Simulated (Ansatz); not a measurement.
Relaxation of C₂H₉BO (13 atoms, charge 0, multiplicity 1), to a largest force component of 0.03 eV/Å in at most 50 steps.

Method: RKS BHLYP/def2-SVP (Ansatz).

```xyz
13
Properties=species:S:1:pos:R:3:forces:R:3
B -0.025 -0.194 -0.087 0.10 0.13 -0.25
H -0.067 -0.504 1.072 -0.01 -0.20 0.23
C 1.385 -0.091 -0.766 -0.09 -0.02 0.04
H 1.642 -1.118 -1.069 0.00 0.01 0.00
H 1.389 0.514 -1.676 0.01 0.01 0.00
H 2.187 0.239 -0.100 0.01 0.00 -0.01
C -1.379 -0.119 -0.863 -0.03 0.01 -0.01
H -1.964 -1.035 -0.711 0.01 0.00 0.00
H -1.978 0.693 -0.432 0.00 0.00 0.00
H -1.279 0.062 -1.936 -0.01 0.00 0.00
O -0.081 2.071 1.205 0.02 -0.89 0.49
H 0.827 2.370 1.208 -0.01 -0.01 0.00
H -0.065 1.243 1.725 -0.01 0.97 -0.48
```

Where does it end, and by what steps?

The forces met the threshold. The force dipped under the threshold on the way, but the program's further checks kept it going. After 17 steps the energy has fallen by 0.230 eV; H13 moved furthest, 0.90 Å. Joined: B1–O11 (2.61 → 1.79 Å).

```tsv
step	energy less start (eV)	largest force component (eV/Å)	accepted
0	0.0000	0.970	yes
1	-0.0003	1.405	yes
2	-0.0226	1.040	yes
3	-0.0430	1.041	yes
4	-0.0630	0.653	yes
5	-0.0839	0.342	yes
6	-0.1284	0.368	yes
7	-0.1461	0.988	yes
8	-0.1946	0.400	yes
9	-0.1296	0.917	no
10	-0.2140	0.129	yes
11	-0.2217	0.053	yes
12	-0.2279	0.015	yes
13	-0.1893	1.562	no
14	-0.2287	0.015	yes
15	-0.2287	0.270	yes
16	-0.2301	0.020	yes
17	-0.2304	0.011	yes
```

```xyz
13
Properties=species:S:1:pos:R:3
B 0.033 0.020 0.107
H 0.031 -0.569 1.174
C 1.385 -0.095 -0.729
H 1.476 -1.123 -1.102
H 1.407 0.564 -1.605
H 2.293 0.092 -0.141
C -1.349 -0.001 -0.685
H -1.523 -1.019 -1.056
H -2.221 0.249 -0.067
H -1.352 0.662 -1.558
O 0.104 1.707 0.706
H 0.920 1.810 1.198
H -0.611 1.834 1.331
```

Whether the end is a true minimum wasn't checked by a vibrational analysis.

The run took 35 s on 2 threads of Arm Neoverse V2, on a shared host, peak memory 0.2 GiB.
